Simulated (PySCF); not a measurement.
Spectrum to structure. Level of theory: TDDFT CAM-B3LYP/def2-SVPD, vertical, gas phase, core orbitals frozen in the response in PySCF. Geometries: GFN2-xTB, one conformer each.

```tsv
state	λ (nm)	f
S1	530.4	0.0000
S2	270.2	0.399
S3	249.4	0.0052
S4	235.2	0.0001
S5	223.2	0.0000
S6	213.5	0.066
S7	202.2	0.045
S8	190.8	0.107
```

Triplets computed (Tamm–Dancoff): 1.94, 2.55, 4.05 eV.

Orbital energies (eV): HOMO-3 -10.45, HOMO-2 -10.40, HOMO-1 -8.78, HOMO -7.76, LUMO -1.61, LUMO+1 0.69, LUMO+2 0.76.

Question: Which candidate is it? All have the formula C4H8SSi2.
A. `C#C[C@H]1[SiH2]CS[SiH2]1`
B. `C=C1C=C(S[SiH3])[SiH2]1`
C. `[SiH3]C1=C([SiH3])C(=S)C1`
D. `[SiH3]SC1=CC=C[SiH2]1`
E. `C1=C[SiH2]SC=C[SiH2]1`

Answer: C. Its S1, at 2.34 eV, is the lowest among the candidates; the nearest of the others has S1 at 3.80 eV. S1 is HOMO→LUMO (94%). Löwdin shares by element: HOMO sulfur 73%, carbon 24% or more; LUMO carbon 55% or more, sulfur 29% (atoms not listed hold the other 16%). At the same level the other candidates give, for their lowest levels:
- `C#C[C@H]1[SiH2]CS[SiH2]1`: 234 nm (f 0.001); 208 nm (f 0.016); 195 nm (f 0.006); 195 nm (f 0.002); 191 nm (f 0.016); T1 4.82 eV; HOMO -8.16, LUMO 0.63 eV
- `C=C1C=C(S[SiH3])[SiH2]1`: 251 nm (f 0.453); 247 nm (f 0.001); 224 nm (f 0.013); 213 nm (f 0.001); 206 nm (f 0.162); T1 3.04 eV; HOMO -7.31, LUMO 0.20 eV
- `C1=C[SiH2]SC=C[SiH2]1`: 247 nm (f 0.024); 228 nm (f 0.005); 217 nm (f 0.005); 209 nm (f 0.006); 201 nm (f 0.006); T1 3.86 eV; HOMO -8.32, LUMO -0.13 eV
- `[SiH3]SC1=CC=C[SiH2]1`: 327 nm (f 0.156); 241 nm (f 0.003); 223 nm (f 0.001); 221 nm (f 0.005); 218 nm (f 0.000); T1 2.31 eV; HOMO -7.19, LUMO -0.49 eV
